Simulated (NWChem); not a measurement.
CH₅ClOSi₂; SMILES Cl[Si@H]1C[SiH2]O1

```xyz
10

Cl    -0.0778    -2.1622    -0.3877
Si     0.0629    -0.3999     0.6737
C      1.3733     0.7912     0.0224
Si    -0.1356     1.8642    -0.4012
O     -1.1667     0.6751     0.2602
H      0.0530    -0.7530     2.1144
H      2.0546     1.2033     0.7826
H      1.9622     0.4194    -0.8290
H     -0.3972     2.0886    -1.8503
H     -0.2391     3.1514     0.3420
```
Atoms are numbered in this order, from 1.

Program: NWChem. Geometry: optimised at PBE0/def2-SVP. Level B3LYP/def2-SVP: energy and gradient on several grids; changes count from the extra-fine grid, which is no exact limit either.

| grid | size of the energy change (μHa) | largest change of a gradient component (μHa/bohr) |
|---|---|---|
| xcoarse | 1000 | 3000 |
| coarse | 20 | 400 |
| medium | 10 | < 30 |
| fine | < 10 | < 30 |
| xfine | < 10 | < 30 |
